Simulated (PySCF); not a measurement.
Compound: C5H10OSi.
SMILES: `C=C/C=C/CO[SiH3]`

All values: wB97X-D/def2-SVPD (PySCF, non-relativistic), on one gas-phase PBE0-D3(BJ)/def2-SVP geometry that isn't relaxed in the solvent. The solvent is an IEF-PCM continuum (van der Waals radii × 1.2), and excitations are vertical TDDFT with non-equilibrium linear response and a frozen core. Only the electrostatic response of the medium enters.

Gas-phase singlets (H = HOMO, L = LUMO):

```tsv
state	E (eV)	λ (nm)	f	leading configurations
S1	5.745	216	0.917	H→L 97%
S2	6.908	179	0.016	H-1→L 59%, H-1→L+1 23%
S3	7.059	176	0.008	H→L+3 63%, H→L+1 10%
S4	7.140	174	0.003	H→L+4 76%
S5	7.260	171	0.001	H-2→L 44%, H-4→L 36%
```

How does the list change in tetrahydrofuran (ε = 7.426)?

```tsv
state	E (eV)	λ (nm)	f	leading configurations	change by rank (eV)
S1	5.526	224	1.018	H→L 97%	-0.219
S2	6.907	180	0.017	H-1→L 62%, H-1→L+1 20%	-0.001
S3	7.052	176	0.006	H→L+3 72%	-0.007
S4	7.178	173	0.001	H-4→L 41%, H-2→L 39%	+0.038
S5	7.316	169	0.002	H→L+4 47%, H→L+5 22%	+0.056
```

The ground-state energy changes by -0.128 eV from gas to tetrahydrofuran. By how much does the total energy of gas-phase S1 change?

E(S1) = E(S0) + excitation energy, so it changes by -0.128 − 0.219 = -0.347 eV: it is lowered more than the ground state, which is what a red shift means. This is the vertical state, with the slow part of the continuum still set for S0.

How do the frontier levels move from gas to tetrahydrofuran?

| orbital | gas (eV) | solvent (eV) | change (eV) |
| --- | --- | --- | --- |
| LUMO+2 | 2.27 | 2.36 | +0.09 |
| LUMO+1 | 2.04 | 2.12 | +0.08 |
| LUMO | 0.75 | 0.78 | +0.03 |
| HOMO | -8.50 | -8.48 | +0.02 |
| HOMO-1 | -10.15 | -10.12 | +0.03 |
| HOMO-2 | -10.89 | -10.88 | +0.01 |
| HOMO-3 | -11.31 | -11.29 | +0.02 |

The HOMO–LUMO gap goes from 9.25 to 9.26 eV.

The values belong to the conformer `[CH2:1]=[CH:2]/[CH:3]=[CH:4]/[CH2:5][O:6][SiH3:7]`: C1–C2–C3–C4 -179°, C3–C4–C5–O6 132°, C4–C5–O6–Si7 180°.

wB97X-D is run here without its empirical dispersion term; that term would change no orbital, density or response property at a fixed geometry.
